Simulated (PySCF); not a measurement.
Input for PySCF: U-B3LYP/LANL2DZ on CH4OSn (SMILES C[O][SnH]), a point of a bond scan (R = 1.984 Å).

```python
from pyscf import gto, scf, dft, mp
from pyscf.data.elements import chemcore

mol = gto.M(
    atom='''
    Sn   -0.25585110   -0.35397741    0.47967984
    H    -1.39933720   -0.81907615   -1.07321351
    O     0.88269222    0.89219764   -0.56591150
    C     0.78581823    1.22657121   -1.93455092
    H     0.62947298    2.30497022   -2.04038106
    H     1.72035497    0.96983708   -2.44378264
    H    -0.03833601    0.70384925   -2.43318955
    ''',
    basis='lanl2dz',
    ecp={'Sn': 'lanl2dz'},
    charge=0, spin=0, verbose=3, max_memory=1800)
mf = dft.UKS(mol, xc='b3lyp')
mf.conv_tol = 1e-8
mf.max_cycle = 100
mf.init_guess_breaksym = True
mf.kernel()
if not mf.converged:
    mf = mf.newton().run(mf.mo_coeff, mf.mo_occ)
for _ in range(4):
    mo, _, stable, _ = mf.stability(return_status=True)
    if stable:
        break
    mf.kernel(mf.make_rdm1(mo, mf.mo_occ))
```

It printed:

```
converged SCF energy = -119.089476777701  <S^2> = 3.3941028e-10  2S+1 = 1
<class 'pyscf.dft.uks.UKS'> wavefunction is stable in the internal stability analysis
```

Self-consistency was reached.

Cost: roughly 21 core-seconds.
